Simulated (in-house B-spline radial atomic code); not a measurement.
## Ne³⁺: [He] 2s1 2p4 (an excited or competing configuration)

Computed with a radial B-spline atomic code at the basis-set limit: non-relativistic Hartree-Fock with fractional occupations, spin-polarised, spherical fractional occupations, point nucleus.

Screening seen three ways: the hydrogenic charge with the same mean radius, Z_r = [3n² - l(l+1)]/(2<r>), the one with the same energy, Z_e = n√(-2ε), and Slater's rules. Values are occupation-weighted means over spin.

```tsv
shell	electrons	ε (eV)	<r> (bohr)	Z_r	Z_e	Slater
1s	2	-974.43	0.1575	9.52	8.46	9.70
2s	1	-127.09	0.7814	7.68	6.11	6.90
2p	4	-90.303	0.7669	6.52	5.15	6.90
```

The least bound orbital is 2p down at -65.64 eV, and it is also the most diffuse (<r> = 0.8362 bohr).

Caution: exact exchange at fractional occupations of open shells leaves self-interaction of up to several eV.
